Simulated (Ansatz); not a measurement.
Geometry optimisation, Ansatz 0.2.0, RHF/def2-SVP.

Input:

```yaml
crystal:
  periodic: [false, false, false]
  atoms:
    - { symbol: Ta, position_ang: [0.0, 0.0, 0.0] }
    - { symbol: Cl, position_ang: [2.47, 0.0, 0.0] }
    - { symbol: O, position_ang: [0.0, 0.0, 2.02] }
    - { symbol: H, position_ang: [-0.2547, -0.9174, 2.3571] }
    - { symbol: Cl, position_ang: [0.0, 0.0, -2.47] }
    - { symbol: O, position_ang: [-1.01, 1.7493, 0.0] }
    - { symbol: H, position_ang: [-1.4859, 1.8638, 0.8834] }
    - { symbol: F, position_ang: [-0.965, -1.6714, 0.0] }
basis:
  gaussian: { orbitals: def2-SVP }
hamiltonian:
  xc: hf
relax:
  f_tol: 0.02
  max_steps: 40
```

Launched with:

```bash
$ ansatz run input.yaml --threads 2 --pin off --max-ram 3072MiB --backend cpu --events-out ev --progress --plain --runs-dir out
```

Problem. Where does it end, and by what steps?

Solution. The forces met the threshold. After 20 steps the energy has fallen by 1.360 eV; H4 moved furthest, 0.50 Å.

```json
{"step": "0", "energy less start (eV)": "0.0000", "largest force component (eV/Å)": "3.313", "accepted": "yes"}
{"step": "1", "energy less start (eV)": "-0.9491", "largest force component (eV/Å)": "2.217", "accepted": "yes"}
{"step": "2", "energy less start (eV)": "-1.2295", "largest force component (eV/Å)": "0.945", "accepted": "yes"}
{"step": "3", "energy less start (eV)": "-1.2848", "largest force component (eV/Å)": "0.426", "accepted": "yes"}
{"step": "4", "energy less start (eV)": "-1.3096", "largest force component (eV/Å)": "0.265", "accepted": "yes"}
{"step": "5", "energy less start (eV)": "-1.3206", "largest force component (eV/Å)": "0.575", "accepted": "yes"}
{"step": "6", "energy less start (eV)": "-1.3292", "largest force component (eV/Å)": "0.465", "accepted": "yes"}
{"step": "7", "energy less start (eV)": "-1.3152", "largest force component (eV/Å)": "1.553", "accepted": "no"}
{"step": "8", "energy less start (eV)": "-1.3412", "largest force component (eV/Å)": "0.080", "accepted": "yes"}
{"step": "9", "energy less start (eV)": "-1.3488", "largest force component (eV/Å)": "0.115", "accepted": "yes"}
{"step": "10", "energy less start (eV)": "-1.3367", "largest force component (eV/Å)": "0.776", "accepted": "no"}
{"step": "11", "energy less start (eV)": "-1.3538", "largest force component (eV/Å)": "0.102", "accepted": "yes"}
{"step": "12", "energy less start (eV)": "-1.3545", "largest force component (eV/Å)": "0.319", "accepted": "yes"}
{"step": "13", "energy less start (eV)": "-1.3573", "largest force component (eV/Å)": "0.186", "accepted": "yes"}
{"step": "14", "energy less start (eV)": "-1.3580", "largest force component (eV/Å)": "0.106", "accepted": "yes"}
{"step": "15", "energy less start (eV)": "-1.3586", "largest force component (eV/Å)": "0.120", "accepted": "yes"}
{"step": "16", "energy less start (eV)": "-1.3590", "largest force component (eV/Å)": "0.028", "accepted": "yes"}
{"step": "17", "energy less start (eV)": "-1.3593", "largest force component (eV/Å)": "0.045", "accepted": "yes"}
{"step": "18", "energy less start (eV)": "-1.3594", "largest force component (eV/Å)": "0.028", "accepted": "yes"}
{"step": "19", "energy less start (eV)": "-1.3594", "largest force component (eV/Å)": "0.021", "accepted": "yes"}
{"step": "20", "energy less start (eV)": "-1.3595", "largest force component (eV/Å)": "0.011", "accepted": "yes"}
```

```xyz
8
Properties=species:S:1:pos:R:3
Ta -0.078 -0.053 0.009
Cl 2.261 0.163 0.123
O -0.083 -0.422 1.840
H 0.108 -0.804 2.680
Cl 0.108 -0.022 -2.362
O -0.997 1.543 0.112
H -1.438 2.204 0.623
F -1.126 -1.586 -0.235
```

Run time: 53 s on 2 threads of Arm Neoverse V1, on a shared host, peak memory 0.28 GiB.
